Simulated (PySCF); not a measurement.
# Where the electron goes

P4Se4 realgar, P₄Se₄.
Cartesian coordinates in Å at the PBE0-D3(BJ)/def2-SVP level; atoms count from 1:
```xyz
8
P4Se4 angstrom
P      1.240   -1.301   -0.619
Se     1.893    0.800   -1.165
P      0.130    1.852   -0.213
Se     0.662    1.206    1.892
P      0.356   -1.011    1.544
Se    -1.867   -0.814    1.139
P     -1.655    0.415   -0.751
Se    -0.621   -1.232   -1.911
```

Method: TDDFT PBE0/def2-SVPD, vertical, gas phase, core orbitals frozen in the response in PySCF 2.14.0, density-fitted response routines. The PBE0/def2-SVPD calculation is non-relativistic and has no spin–orbit coupling, an omission that weighs most on selenium.

Frontier orbitals with the atoms that hold most of them (Löwdin shares over 4%, at most four atoms; ? is withheld):

| orbital | ε (eV) | atoms |
| --- | --- | --- |
| HOMO-3 | -7.49 | Se4 20%, Se8 19%, Se6 17%, Se2 17% |
| HOMO-2 | -7.49 | Se6 20%, Se2 19%, Se4 17%, Se8 17% |
| HOMO-1 | -7.31 | ? |
| HOMO | -6.31 | ? |
| LUMO | -2.42 | P1 18%, P5 18%, Se8 13%, Se4 13% |
| LUMO+1 | -2.41 | P3 18%, P7 18%, Se6 13%, Se2 13% |
| LUMO+2 | -1.88 | Se6 14%, Se8 14%, Se2 14%, Se4 14% |

Task: Give the leading atoms of the HOMO-1.

Result: P3 (bonded to P and 2 Se) 23%; P1 (bonded to P and 2 Se) 23%; P5 (bonded to P and 2 Se) 23%; P7 (bonded to P and 2 Se) 23%.

Task: Give the leading atoms of the HOMO.

Result: Se8 (bonded to 2 P) 24%; Se2 (bonded to 2 P) 24%; Se6 (bonded to 2 P) 24%; Se4 (bonded to 2 P) 24%.

Within 0.005 eV of a neighbour in this list lie HOMO-3/HOMO-2 (point group found: D2d); within a degenerate set the shares of single atoms can hang on how the components are chosen.

Task: How does S1 compare with the orbital gap of 3.89 eV?

Result: S1 is at 2.75 eV (f = 0.0019), 1.14 eV below the gap, made of HOMO→LUMO/LUMO+1 (99%). S1/S2 lie within about 0.01 eV of each other. 

Next come S2 at 2.75 eV (f 0.0019), HOMO→LUMO/LUMO+1 (99%); S3 at 3.30 eV (f 0.0000), HOMO→LUMO+2 (100%); S4 at 3.62 eV (f 0.0000), HOMO→LUMO+3 (68%), HOMO-3/HOMO-2→LUMO/LUMO+1 (31%); S5 at 3.69 eV (f 0.0003), HOMO-1→LUMO/LUMO+1 (99%).

Orbitals of the list HOMO-3 to LUMO+2 that lie within 0.01 eV of each other are written together with a slash and their weights summed (≥ marks a lower bound); for degenerate orbitals outside that list single weights are arbitrary.

Löwdin shares depend on the basis, the more so with diffuse functions.

On Intel Xeon Platinum 8259CL at 2.50 GHz, one thread, shared host, this took 2.0 min (with the writing of density and orbital grids) and 1.4 GiB of memory at its peak.

One conformer stands for the species.
